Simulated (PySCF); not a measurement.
Compound: CH₆BF₂OP.
SMILES: `[PH3+][BH2-]OC(F)F`

Torsions of this conformer, `[F:1][CH:2]([F:3])[O:4][BH2-:5][PH3+:6]`: F1–C2–O4–B5 -67°, C2–O4–B5–P6 75°.

The closed-shell ground state was solved at several levels (PySCF, density fitting, gas phase, non-relativistic). The structure is a single PBE0-D3(BJ)/def2-SVP conformer in the gas phase; no vibrational or solvent corrections.

```csv
level,basis functions,total energy (Eh),HOMO (eV),LUMO (eV),gap (eV),dipole (D)
CAM-B3LYP/def2-SVPD,181,-682.4114,-9.54,0.70,10.24,4.59
PBE0/pcSseg-1,139,-682.3246,-8.09,0.11,8.20,4.61
```

Q: What might HF/pcSseg-2 (307 basis functions) give for the same quantities?

A: Total energy -680.6940 Eh, HOMO -11.40 eV, LUMO 2.44 eV, gap 13.84 eV, dipole 4.75 D.

Q: Over all these levels, which gives the widest orbital gap and which the narrowest?

A: HF/pcSseg-2 (Hartree–Fock, all exact exchange) has the widest, 13.84 eV, and PBE0/pcSseg-1 (global hybrid, 25 % exact exchange) the narrowest, 8.20 eV. Functional and basis both differ between the two, so the spread mixes both effects. The HOMO need not be the same orbital at Hartree–Fock and at DFT levels.

Q: How far do the dipole and the HOMO energy spread over the levels?

A: The dipole runs from 4.59 to 4.75 D (mean 4.65 D) and the HOMO from -11.40 to -8.09 eV.
